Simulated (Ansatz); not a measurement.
Start from `O=C(O)[SeH]` and change one atom or group to get `BC(=O)O`.

Ansatz, PBE0-D4/def2-TZVP geometries, multiplicity 1. Each molecule was computed in one conformer, which needn't be the lowest.

Scalar relativity is left out up to krypton.

```csv
property,`O=C(O)[SeH]`
size of the dipole moment (PBE/def2-TZVPP) / D,0.86
HOMO energy (ωB97M-V/def2-TZVPP) / eV,-9.73
HOMO energy (B3LYP/def2-TZVPP) / eV,-7.32
LUMO energy (ωB97M-V/def2-TZVPP) / eV,1.66
HOMO–LUMO gap (PBE/def2-TZVPP) / eV,5.12
HOMO energy (PBE/def2-TZVPP) / eV,-6.36
```

(1) What does the change do to each property? (An estimate is asked.)

Results:

(1) The calculation gave: 
```json
{"property": "size of the dipole moment (PBE/def2-TZVPP) / D", "`BC(=O)O`": "1.44", "shift": "0.58"}
{"property": "HOMO energy (ωB97M-V/def2-TZVPP) / eV", "`BC(=O)O`": "-10.65", "shift": "-0.92"}
{"property": "HOMO energy (B3LYP/def2-TZVPP) / eV", "`BC(=O)O`": "-8.06", "shift": "-0.74"}
{"property": "LUMO energy (ωB97M-V/def2-TZVPP) / eV", "`BC(=O)O`": "-0.02", "shift": "-1.68"}
{"property": "HOMO–LUMO gap (PBE/def2-TZVPP) / eV", "`BC(=O)O`": "3.84", "shift": "-1.28"}
{"property": "HOMO energy (PBE/def2-TZVPP) / eV", "`BC(=O)O`": "-6.84", "shift": "-0.48"}
```

With PBE0 the HOMO falls by 0.73 eV and the LUMO falls by 1.65 eV, so the gap narrows by about 0.92 eV. PBE moves the HOMO by -0.48 eV and ωB97M-V by -0.92 eV. The zero-point energy changes by 31.4 kJ/mol with +3 modes. Dipoles are sizes alone; their direction can turn.

B3LYP here is the variant with VWN-RPA as its local correlation; programs differ in this.

Spin–orbit coupling is left out; it splits and shifts lone-pair levels of the heavy atoms by tenths of an eV.
